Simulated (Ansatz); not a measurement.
C6H3FSi, SMILES `C#C[Si](F)(C#C)C#C`, relaxed with RKS PBE-D4/def2-SVP in Ansatz from a rough embedded geometry. The force threshold is 0.03 eV/Å; the program also tests the step.

The species carries charge 0 and has multiplicity 1.

Start:

```xyz
11

C    -2.349    1.596    0.828
C    -1.576    0.746    0.435
Si   -0.318   -0.556   -0.125
F    -1.035   -1.839   -0.464
C     0.583    0.008   -1.699
C     1.122    0.368   -2.724
C     0.952   -0.876    1.246
C     1.753   -1.112    2.103
H    -3.137    2.316    1.093
H     1.603    0.691   -3.599
H     2.402   -1.341    2.905
```

How much energy does the relaxation release, and in how many steps? (An estimate is asked.)

Computed: 57.63 kJ/mol, in 3 steps.

Which bonds change most? (Estimate.)

Computed: Si3–F4 from 1.508 to 1.636 Å; Si3–C5 from 1.899 to 1.825 Å; Si3–C7 from 1.896 to 1.825 Å; C2–Si3 from 1.895 to 1.825 Å.

Give the relaxed structure. (Best estimate.)

Ansatz gave: 
```xyz
11

C    -2.332    1.562    0.781
C    -1.519    0.718    0.413
Si   -0.306   -0.533   -0.128
F    -1.107   -1.921   -0.459
C     0.545    0.015   -1.647
C     1.114    0.388   -2.670
C     0.901   -0.868    1.200
C     1.712   -1.091    2.095
H    -3.050    2.306    1.104
H     1.615    0.714   -3.573
H     2.427   -1.289    2.884
```
